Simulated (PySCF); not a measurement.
Compound: C₆H₈BNO₂.
Geometry (PBE0-D3(BJ)/def2-SVP, Å), atoms numbered from 1 in this order:
```
atom  x, y, z in Å
C1    -3.078   -0.242    0.200
C2    -1.586   -0.164    0.088
C3    -0.877   -0.869   -0.888
C4     0.505   -0.736   -0.966
C5     1.164    0.101   -0.062
B6     2.720    0.365   -0.018
O7     3.167    1.214    0.936
O8     3.556   -0.237   -0.903
N9     0.484    0.776    0.884
C10   -0.833    0.644    0.953
H11   -3.446   -1.254   -0.022
H12   -3.421    0.035    1.208
H13   -3.562    0.446   -0.513
H14   -1.411   -1.522   -1.585
H15    1.085   -1.276   -1.719
H16    2.377    1.499    1.431
H17    4.472    0.018   -0.752
H18   -1.342    1.209    1.744
```

Probes without a nucleus sit at each ring's centroid and 1 Å off its mean plane on both sides; NICS is minus the shielding there, NICSzz its component along the normal. Level: GIAO PBE0/pcSseg-1 (PySCF, non-relativistic, gas phase) on the PBE0-D3(BJ)/def2-SVP geometry, one conformer.

Ring bond lengths (Å), with Mayer bond orders in brackets: C2–C3 1.398 (1.39), C3–C4 1.391 (1.43), C4–C5 1.397 (1.39), C5–N9 1.346 (1.32), N9–C10 1.325 (1.52), C10–C2 1.402 (1.36).

Q: What do the NICS probes read (ppm)?

A: 
```csv
ring,type,NICS(0),"NICS(1), two faces","NICS(1)zz, two faces",rms pucker (Å),"centre to ring atoms, mean (Å)"
C2–C3–C4–C5–N9–C10,6-membered ring with N; formal bonds all aromatic,-6.9,-11.1 / -11.0,-27.6 / -27.4,0.00,1.38
```

Q: What do they say, and how far can they be read as aromaticity?

A: 
- C2–C3–C4–C5–N9–C10: mean NICS(1)zz -27.5 ppm, shielded. For a flat ring without four-coordinate atoms the NICS criterion counts such a value as aromatic.

Q: How equal are the bonds by HOMA? HOMA = 1 − mean of α(R − Ropt)² over the ring bonds, with Krygowski's 1993 parameters (CC: Ropt 1.388 Å, α 257.7 Å⁻²; CN: Ropt 1.334 Å, α 93.52 Å⁻²).

A: 
- C2–C3–C4–C5–N9–C10: HOMA 0.98; the largest term is that of C10–C2, α(R − Ropt)² = 0.05. The geometric and the magnetic index point the same way.

Q: How shielded are the nuclei of the rings and their hydrogens (means over atoms taken as equivalent)?

A: 
| atoms | environment | σ isotropic (ppm) | principal values of the symmetric part, first atom (ppm) |
| --- | --- | --- | --- |
| C2 | substituted aromatic carbon | 45.1 | -63.0, 21.5, 176.9 |
| C3 | aromatic CH carbon | 42.9 | -67.2, 29.0, 166.9 |
| C4 | aromatic CH carbon | 50.9 | -67.7, 42.8, 177.5 |
| C5 | substituted aromatic carbon | 25.8 | -73.5, -11.8, 162.8 |
| N9 | pyridine-type nitrogen | -94.1 | -378.9, -191.2, 288.0 |
| C10 | aromatic CH next to a ring nitrogen | 29.8 | -75.4, 34.3, 130.5 |
| H14 | aromatic hydrogen | 23.65 | 20.0, 22.7, 28.2 |
| H15 | aromatic hydrogen | 23.30 | 19.4, 21.9, 28.6 |
| H18 | aromatic hydrogen | 22.71 | 18.3, 22.0, 27.8 |

Q: How do the values depend on the level or the medium?

A: 
| level | NICS(0), C2–C3–C4–C5–N9–C10 | mean NICS(1)zz, C2–C3–C4–C5–N9–C10 |
| --- | --- | --- |
| PBE0/pcSseg-1, gas | -6.9 | -27.5 |
| PBE0/pcSseg-1, IEF-PCM acetone | -6.7 | -27.4 |
| PBE0/pcSseg-1, IEF-PCM cyclohexane | -6.8 | -27.4 |

The geometry is the same throughout; the continuum's cavity takes Bondi-type radii × 1.2.
